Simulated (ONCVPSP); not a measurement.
zinc (Zn) ONCV: all-electron and pseudo phase curves

| Quantity | Value |
| --- | --- |
| Element | Zn (Z = 30) |
| Generator | ONCVPSP 4.0.1 |
| Type | optimised norm-conserving Vanderbilt (ONCV) |
| Functional | PBE |
| Relativity | scalar-relativistic |
| Frozen core | [Ne] |
| Valence charge | 20 |
| Reference configuration | 3s2 3p6 3d10 4s2 |
| Partial waves | 3s+4s: rc 1.35 bohr, ncon 4, nbas 8, qcut 11.4 1/bohr, 2 projectors; 3p: rc 1.00 bohr, ncon 4, nbas 8, qcut 16.3 1/bohr, 3 projectors, debl 4 Ha; 3d: rc 0.70 bohr, ncon 4, nbas 9, qcut 12.8 1/bohr, local |
| Local potential | the d channel |
| Core correction | none |

The phase is arctan(r·R′/R) of the radial function R(r), unwrapped; energies in Ha, scanned from -6 to 5 Ha. A pole is an energy at which the radial function vanishes at the test radius. The pseudo phase is shifted by a multiple of π to meet the all-electron one at the reference energy, and phase errors are pseudo minus all-electron; the curves can meet again beyond the range given. Levels narrower than the energy grid can be missing from the lists of poles. Where the grid stepped over a known ghost or core level, its pole and its step of π were put in at the level’s energy.

```csv
channel,radius (bohr),reference energy (Ha),"poles, all-electron","poles, pseudo",unbroken range about the reference energy with phases within 0.05 rad,phase error 1 Ha above the reference energy (rad)
s,1.37,-0.22,-4.51,"-4.51, -0.92",above -0.9,+0.002
p,1.02,-3.06,-1.20,-1.20,the whole range,-0.000
d,0.71,-0.37,none,none,the whole range,+0.002
```

Note: ghosts flagged at negative energy: s at -25.0 eV; no localised positive-energy state flagged. A true bound ghost makes a file unfit for plane-wave use.

Phases in the d channel:

| E (Ha) | all-electron | pseudo |
| --- | --- | --- |
| -5.96 | 0.691 | 0.733 |
| -5.68 | 0.644 | 0.688 |
| -5.40 | 0.594 | 0.637 |
| -5.12 | 0.537 | 0.582 |
| -4.84 | 0.474 | 0.519 |
| -4.56 | 0.405 | 0.450 |
| -4.28 | 0.329 | 0.373 |
| -4.00 | 0.246 | 0.288 |
| -3.72 | 0.156 | 0.195 |
| -3.44 | 0.059 | 0.096 |
| -3.16 | -0.042 | -0.010 |
| -2.88 | -0.147 | -0.120 |
| -2.60 | -0.254 | -0.232 |
| -2.32 | -0.359 | -0.342 |
| -2.04 | -0.461 | -0.449 |
| -1.76 | -0.558 | -0.550 |
| -1.48 | -0.650 | -0.645 |
| -1.20 | -0.734 | -0.731 |
| -0.92 | -0.811 | -0.810 |
| -0.64 | -0.881 | -0.881 |
| -0.36 | -0.945 | -0.945 |
| -0.08 | -1.003 | -1.003 |
| 0.20 | -1.055 | -1.054 |
| 0.48 | -1.103 | -1.101 |
| 0.76 | -1.145 | -1.143 |
| 1.04 | -1.185 | -1.180 |
| 1.32 | -1.220 | -1.215 |
| 1.60 | -1.253 | -1.246 |
| 1.88 | -1.283 | -1.274 |
| 2.16 | -1.311 | -1.300 |
| 2.44 | -1.336 | -1.324 |
| 2.72 | -1.360 | -1.346 |
| 3.00 | -1.382 | -1.367 |
| 3.28 | -1.403 | -1.386 |
| 3.56 | -1.422 | -1.403 |
| 3.84 | -1.441 | -1.420 |
| 4.12 | -1.458 | -1.436 |
| 4.40 | -1.475 | -1.450 |
| 4.68 | -1.490 | -1.464 |
| 4.96 | -1.505 | -1.477 |
